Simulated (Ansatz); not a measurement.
Reaction (ligand exchange at the Al–C bond): `C#[C][Al]([F])[F]` + H₂Se → `[F][Al]([F])[SeH]` + `C#C`

Computed with Ansatz on PBE0-D4/def2-TZVP structures; ΔE is electronic, products minus reactants. CCSD(T)/CBS is the MP2 limit (def2-TZVPP, def2-QZVPP) plus CCSD(T) − MP2 in def2-TZVPP, frozen cores. This one scheme is used for every species. For Se outer-core shells are correlated without core-valence functions, which leaves a few kJ/mol of doubt a bond. Scalar relativity is left out up to krypton. Each species was taken in one conformer, which may not be the lowest.

| species | CCSD/def2-TZVPP energy (Eh) |
| --- | --- |
| `C#[C][Al]([F])[F]` | -518.23248 |
| H₂Se | -2401.30510 |
| `[F][Al]([F])[SeH]` | -2842.38470 |
| `C#C` | -77.17272 |

Q: Work out ΔE.

A: ΔE = (-2842.38470) + (-77.17272) − (-518.23248) − (-2401.30510) = -0.01984 Eh = -12.4 kcal/mol. CCSD(T)/CBS gives -13.6 kcal/mol.

Largest T1 diagnostic among the species: 0.014.

From BLYP to BHLYP (50 % exact exchange), in def2-TZVPP and without D4, ΔE moves by −1.0 kcal/mol. Leaving LDA and LC-ωPBE aside and taking each functional with its dispersion term where it has one, the values, not all of them listed here, spread over 2.7 kcal/mol, from HSE06-D4 to B97M-V. At CCSD(T), def2-SVP lies +2.0 kcal/mol from the extrapolated value and def2-TZVPP +1.2 kcal/mol.
